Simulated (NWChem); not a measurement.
Molecule: CH3BeCl; SMILES [CH3][Be][Cl]

Computed with NWChem. Coordinates come from a B3LYP/6-31G* (spherical d) optimisation.

### Question
Taking PBE/pcseg-2 as the yardstick, which of these has the fewest basis functions while keeping “dipole (D)” within 0.1 D of it: PBE/def2-SVP; PBE/aug-pcseg-1; PBE/pcseg-1; PBE/STO-3G?

### Answer
PBE/aug-pcseg-1.
| level | basis functions | dipole (D) |
|---|---|---|
| PBE/STO-3G | 22 | 1.33 |
| PBE/pcseg-1 | 56 | 1.40 |
| PBE/def2-SVP | 56 | 1.06 |
| PBE/aug-pcseg-1 | 90 | 1.19 |
| PBE/pcseg-2 | 121 | 1.18 |

The yardstick is one finite set, not the basis-set limit.
